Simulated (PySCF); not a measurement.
Nb(OH)3 (H3NbO3), SMILES [OH][Nb]([OH])[OH] (connectivity only; charge and spin as stated), neutral, multiplicity 3.

Geometry: B3LYP-D3(BJ)/def2-SVP. The multiplicity is an assumed one; other spin states were not compared. The def2 effective core potentials stand for the cores of Nb; spin–orbit coupling is left out. Other conformers were not sampled.

Two levels are set side by side: PBE/def2-TZVPD (PySCF) and B3LYP/def2-TZVPD (PySCF). Same geometry, gas phase. Differences are taken from unrounded values.

```tsv
quantity	PBE
α-spin orbital gap (eV)	1.12
β-spin orbital gap (eV)	4.55
dipole moment (D)	2.18
mean polarisability (bohr³)	67.8
```

**Question.** These are the PBE values. What does B3LYP give? (Estimate from the structure and the level; the computed values follow.)

**Answer.** 
| quantity | B3LYP | PBE minus B3LYP |
|---|---|---|
| α-spin orbital gap (eV) | 3.25 | -2.13 |
| β-spin orbital gap (eV) | 6.31 | -1.76 |
| dipole moment (D) | 2.35 | -0.16 |
| mean polarisability (bohr³) | 62.0 | 5.8 |

PBE's more diffuse valence density responds more strongly to a field. Differences between two approximate levels are no errors against the true value.

Rough cost on one machine, each run with all the roots and properties that it gave: B3LYP against PBE within a factor of 2.
